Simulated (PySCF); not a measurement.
## C$_{12}$H$_{11}$N: calculation and literature

Molfile (atoms numbered from 1):
```
C12H11N
     RDKit          3D

 24 25  0  0  0  0  0  0  0  0999 V2000
   -3.5967    1.0075    0.7177 C   0  0  0  0  0  0  0  0  0  0  0  0
   -2.6673    1.9985    0.3973 C   0  0  0  0  0  0  0  0  0  0  0  0
   -1.5661    1.6955   -0.3978 C   0  0  0  0  0  0  0  0  0  0  0  0
   -1.3751    0.3980   -0.8906 C   0  0  0  0  0  0  0  0  0  0  0  0
   -0.1631    0.0819   -1.7312 C   0  0  0  0  0  0  0  0  0  0  0  0
    1.1265    0.2294   -0.9608 C   0  0  0  0  0  0  0  0  0  0  0  0
    1.4076   -0.6050    0.1300 C   0  0  0  0  0  0  0  0  0  0  0  0
    2.5979   -0.4304    0.8238 C   0  0  0  0  0  0  0  0  0  0  0  0
    3.4717    0.5755    0.4126 C   0  0  0  0  0  0  0  0  0  0  0  0
    3.1001    1.3573   -0.6777 C   0  0  0  0  0  0  0  0  0  0  0  0
    1.9619    1.1930   -1.3493 N   0  0  0  0  0  0  0  0  0  0  0  0
   -2.3112   -0.5864   -0.5628 C   0  0  0  0  0  0  0  0  0  0  0  0
   -3.4160   -0.2862    0.2348 C   0  0  0  0  0  0  0  0  0  0  0  0
   -4.4614    1.2460    1.3416 H   0  0  0  0  0  0  0  0  0  0  0  0
   -2.8031    3.0163    0.7713 H   0  0  0  0  0  0  0  0  0  0  0  0
   -0.8347    2.4709   -0.6425 H   0  0  0  0  0  0  0  0  0  0  0  0
   -0.2461   -0.9434   -2.1249 H   0  0  0  0  0  0  0  0  0  0  0  0
   -0.1009    0.7647   -2.5907 H   0  0  0  0  0  0  0  0  0  0  0  0
    0.6893   -1.3724    0.4280 H   0  0  0  0  0  0  0  0  0  0  0  0
    2.8428   -1.0689    1.6764 H   0  0  0  0  0  0  0  0  0  0  0  0
    4.4185    0.7531    0.9263 H   0  0  0  0  0  0  0  0  0  0  0  0
    3.7570    2.1616   -1.0290 H   0  0  0  0  0  0  0  0  0  0  0  0
   -2.1761   -1.6029   -0.9434 H   0  0  0  0  0  0  0  0  0  0  0  0
   -4.1389   -1.0687    0.4783 H   0  0  0  0  0  0  0  0  0  0  0  0
  1  2  2  0
  2  3  1  0
  3  4  2  0
  4  5  1  0
  5  6  1  0
  6  7  2  0
  7  8  1  0
  8  9  2  0
  9 10  1  0
 10 11  2  0
  4 12  1  0
 12 13  2  0
 13  1  1  0
 11  6  1  0
  1 14  1  0
  2 15  1  0
  3 16  1  0
  5 17  1  0
  5 18  1  0
  7 19  1  0
  8 20  1  0
  9 21  1  0
 10 22  1  0
 12 23  1  0
 13 24  1  0
M  END
```

Published estimates (parent shift plus substituent increments) and measurements: δ $^{1}$H H22 8.55; H20 7.56; H21 7.29; H19 7.28 ppm (estimated from measurements, as parent shift plus tabulated substituent increment; solution, not stated per compound (mostly CDCl3 or CCl4); Pretsch, Buehlmann, Badertscher, Structure Determination of Organic Compounds, 4th ed. (2009)).

PySCF 2.14.0 with density-fitted response routines calculation with structure optimised with PBE0-D3(BJ)/def2-SVP and shieldings: GIAO KT2/pcSseg-1; one computed conformer, gas phase, non-relativistic Hamiltonian, equivalent nuclei averaged.

(1) What does the calculation give, and how does it compare?

(2) How far are the unscaled $^{1}$H shifts from the references?

## Answers

(1) 
Reference values: estimated from measurements, as parent shift plus tabulated substituent increment (solution, not stated per compound (mostly CDCl3 or CCl4); Pretsch, Buehlmann, Badertscher, Structure Determination of Organic Compounds, 4th ed. (2009)).
```
atoms   quantity  reference  computed
  H22  δ $^{1}$H       8.55      8.31
  H20  δ $^{1}$H       7.56      7.25
  H21  δ $^{1}$H       7.29      6.69
  H19  δ $^{1}$H       7.28      6.86
```

Computed shifts are σ(ref) − σ with the named reference compound (TMS for H and C) calculated as an isolated molecule at the same level.

(2) Mean signed difference -0.39 ppm, mean absolute 0.39 ppm over 4 comparisons; the largest is -0.60 ppm at H21 (hydrogen on an aromatic CH).
